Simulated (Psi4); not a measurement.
Intermolecular potential of CO ··· H3N (SMILES [C-]#[O+] and N). Monomers: optimised at B3LYP-D3(BJ) (def2-TZVP), held rigid. Orientation: lowest of the rigid-body minima from ten starts at GFN2-xTB (searched outside a hard wall at short contacts). The monomers approach along the line of their centres of mass (distance R); nothing else relaxes. The shortest distances reach bonding range, where SAPT0 and rigid monomers are unreliable.

Methods: PBE/def2-TZVP, counterpoise-corrected (Psi4); PBE-D3(BJ)/def2-TZVP, counterpoise-corrected (Psi4); wB97X-D/def2-TZVP, counterpoise-corrected (Psi4); CCSD(T)/aug-cc-pVDZ = DF-CCSD(T)/aug-cc-pVDZ, frozen core, counterpoise-corrected in Psi4.

Interaction energies in kcal/mol; the last columns give the difference from CCSD(T):

| R / Å | PBE/def2-TZVP | PBE-D3(BJ)/def2-TZVP | wB97X-D/def2-TZVP | CCSD(T)/aug-cc-pVDZ | PBE/def2-TZVP − CCSD(T)/aug-cc-pVDZ | PBE-D3(BJ)/def2-TZVP − CCSD(T)/aug-cc-pVDZ | wB97X-D/def2-TZVP − CCSD(T)/aug-cc-pVDZ |
|---|---|---|---|---|---|---|---|
| 2.05 | 31.02 | 30.09 | 34.98 | 43.74 | -12.72 | -13.66 | -8.77 |
| 2.23 | 19.03 | 18.10 | 22.48 | 28.97 | -9.94 | -10.87 | -6.50 |
| 2.47 | 9.02 | 8.08 | 11.35 | 15.53 | -6.51 | -7.45 | -4.18 |
| 2.68 | 4.12 | 3.26 | 5.48 | 8.29 | -4.17 | -5.03 | -2.81 |
| 2.90 | 1.39 | 0.63 | 2.03 | 3.86 | -2.47 | -3.23 | -1.83 |
| 3.17 | -0.08 | -0.71 | 0.08 | 1.15 | -1.23 | -1.86 | -1.06 |
| 3.45 | -0.54 | -1.03 | -0.58 | 0.02 | -0.56 | -1.05 | -0.59 |
| 3.95 | -0.48 | -0.77 | -0.56 | -0.38 | -0.10 | -0.39 | -0.18 |
| 4.71 | -0.18 | -0.31 | -0.24 | -0.21 | 0.02 | -0.10 | -0.03 |
| 5.64 | -0.03 | -0.07 | -0.07 | -0.07 | 0.04 | 0.00 | 0.00 |
| 6.95 | 0.01 | 0.00 | -0.01 | -0.01 | 0.02 | 0.01 | 0.00 |

PBE/def2-TZVP is furthest from CCSD(T)/aug-cc-pVDZ at 2.05 (-12.72 kcal/mol, below); its mean absolute difference over the points is 3.44 kcal/mol.

PBE-D3(BJ)/def2-TZVP is furthest from CCSD(T)/aug-cc-pVDZ at 2.05 (-13.66 kcal/mol, below); its mean absolute difference over the points is 3.97 kcal/mol.

wB97X-D/def2-TZVP is furthest from CCSD(T)/aug-cc-pVDZ at 2.05 (-8.77 kcal/mol, below); its mean absolute difference over the points is 2.36 kcal/mol.
